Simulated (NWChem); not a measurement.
AlH$_{3}$S$_{2}$O; SMILES [OH][Al]([SH])[SH]

```xyz
7

Al     0.4061    -0.0722    -0.0088
O      2.0851    -0.3096    -0.0131
H      2.7824     0.3464     0.0109
S     -0.8416    -1.8569    -0.0242
H      0.2407    -2.6680    -0.0242
S     -0.4802     1.9224     0.0093
H     -1.7471     1.4510     0.0224
```
Atoms are numbered in this order, from 1.

Results from NWChem. Pople sets run with spherical d functions. STO-3G and 3-21G are far too small for this property and stand as cheap habits. All runs use the structure optimised with PBE0/def2-SVP. B3LYP is NWChem's, with the RPA form of VWN correlation. GIAO values for the isolated, static molecule; σ is the absolute isotropic shielding, δ = σ(reference) − σ with the isolated reference molecule computed at the same levels (1H: tetramethylsilane, 17O: water).

| level | σ Al1 (ppm) | δ O2 (ppm) | δ H3 (ppm) | σ S4 (ppm) | δ H5 (ppm) | σ S6 (ppm) | δ H7 (ppm) |
|---|---|---|---|---|---|---|---|
| B3LYP/6-31G* | 442.0 | 44.4 | 1.98 | 765.4 | -0.03 | 741.0 | -0.34 |
| LDA (Slater exchange, VWN5)/pcSseg-1 | 351.0 | 71.7 | 2.60 | 741.8 | 1.00 | 715.4 | 0.65 |
| Hartree-Fock/STO-3G | ___ | ___ | ___ | ___ | ___ | ___ | ___ |
| B3LYP/6-311G** | 379.0 | 63.9 | 2.09 | 747.2 | 0.47 | 722.6 | 0.06 |

Problem. Some entries are withheld; supply them.

Solution. 
- Hartree-Fock/STO-3G, σ Al1 (ppm): 394.2
- Hartree-Fock/STO-3G, δ O2 (ppm): -29.6
- Hartree-Fock/STO-3G, δ H3 (ppm): -0.96
- Hartree-Fock/STO-3G, σ S4 (ppm): 951.8
- Hartree-Fock/STO-3G, δ H5 (ppm): -1.61
- Hartree-Fock/STO-3G, σ S6 (ppm): 931.7
- Hartree-Fock/STO-3G, δ H7 (ppm): -2.01
